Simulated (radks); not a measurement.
Values are calculated unless marked as measured or tabulated.
Problem. The mean radii <r> (bohr) of the occupied orbitals of an atom or ion are listed with their occupations. Code: a radial shooting solver on a logarithmic mesh with Libxc functionals. Model: Dirac Kohn-Sham, LDA (Slater exchange, Perdew-Wang correlation), spin-unpolarised, spherical densities, finite nucleus; Fermi nuclear charge, rms radius of each element as measured or else 0.836 A^(1/3) + 0.57 fm.

| orbital | occ. | <r> |
|---|---|---|
| 1s1/2 | 2 | 0.09121 |
| 2s1/2 | 2 | 0.4457 |
| 2p1/2 | 2 | 0.4059 |
| 2p3/2 | 4 | 0.4082 |
| 3s1/2 | 2 | 1.490 |
| 3p1/2 | 1.33333 | 1.700 |
| 3p3/2 | 2.66667 | 1.708 |

Name the element and its charge. Open shells, if any, are shared by 2j + 1.

Solution. Z = 17, chlorine, charge +1: Cl+ in [Ne] 3s2 3p4. The 1s radius gives Z: for a bare nucleus <r> = (2 gamma + 1)/(2Z) with gamma = sqrt(1 - (Z/c)^2), 0.08778 bohr for Z = 17, and screening makes it slightly larger (0.09121 here). The occupations add up to 16, and the charge is Z minus that.
